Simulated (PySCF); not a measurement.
# ORD: `F[C@@H]1C[C@@H](Cl)CC1(F)F`, C5H6ClF3

Geometry:
```json
{"atom": "F1", "x (Å)": "-0.377", "y (Å)": "-0.729", "z (Å)": "2.022"}
{"atom": "C2", "x (Å)": "-0.476", "y (Å)": "-1.007", "z (Å)": "0.683"}
{"atom": "C3", "x (Å)": "0.898", "y (Å)": "-0.918", "z (Å)": "0.031"}
{"atom": "C4", "x (Å)": "1.111", "y (Å)": "0.590", "z (Å)": "-0.109"}
{"atom": "Cl5", "x (Å)": "2.365", "y (Å)": "0.968", "z (Å)": "-1.315"}
{"atom": "C6", "x (Å)": "-0.259", "y (Å)": "1.147", "z (Å)": "-0.514"}
{"atom": "C7", "x (Å)": "-1.278", "y (Å)": "0.118", "z (Å)": "-0.014"}
{"atom": "F8", "x (Å)": "-2.211", "y (Å)": "0.659", "z (Å)": "0.800"}
{"atom": "F9", "x (Å)": "-1.980", "y (Å)": "-0.422", "z (Å)": "-1.050"}
{"atom": "H10", "x (Å)": "-0.971", "y (Å)": "-1.978", "z (Å)": "0.592"}
{"atom": "H11", "x (Å)": "0.866", "y (Å)": "-1.391", "z (Å)": "-0.951"}
{"atom": "H12", "x (Å)": "1.662", "y (Å)": "-1.396", "z (Å)": "0.641"}
{"atom": "H13", "x (Å)": "1.447", "y (Å)": "1.019", "z (Å)": "0.837"}
{"atom": "H14", "x (Å)": "-0.342", "y (Å)": "1.227", "z (Å)": "-1.599"}
{"atom": "H15", "x (Å)": "-0.460", "y (Å)": "2.122", "z (Å)": "-0.075"}
```

Method used: TDDFT B3LYP/aug-cc-pVDZ circular dichroism and optical rotation, one conformer, gas phase (PySCF 2.14.0). Geometry: GFN2-xTB.

Stereocentres: C2 R, C4 R.

Task: What is the specific rotation at 633, 589.3, 546, 436, 405, 365, 355 nm?

Result: [α] in deg dm⁻¹ (g/mL)⁻¹:
```csv
λ (nm),origin-invariant length gauge,modified velocity gauge,length gauge (centre of mass),isotropic polarisability (au)
633,-15.3,-13.7,-14.3,75.0
589.3,-17.9,-16.0,-16.7,75.2
546,-21.1,-18.8,-19.7,75.4
436,-34.9,-31.2,-32.7,76.5
405,-41.5,-37.1,-38.9,77.0
365,-53.4,-47.9,-50.1,77.8
355,-57.2,-51.3,-53.8,78.1
```

Task: And for the mirror image at 589.3 nm?

Result: +17.9 deg dm⁻¹ (g/mL)⁻¹ (origin-invariant length gauge): the same size and the opposite sign.

Task: What is the molar rotation [Φ] = [α]·M/100 of the geometry above at 589.3 nm?

Result: With M = 158.55 g/mol, -28.4 deg cm² dmol⁻¹ (origin-invariant length gauge).

The first excitation lies at 7.00 eV (177 nm) with R = -2.7 × 10⁻⁴⁰ esu² cm² (velocity form).
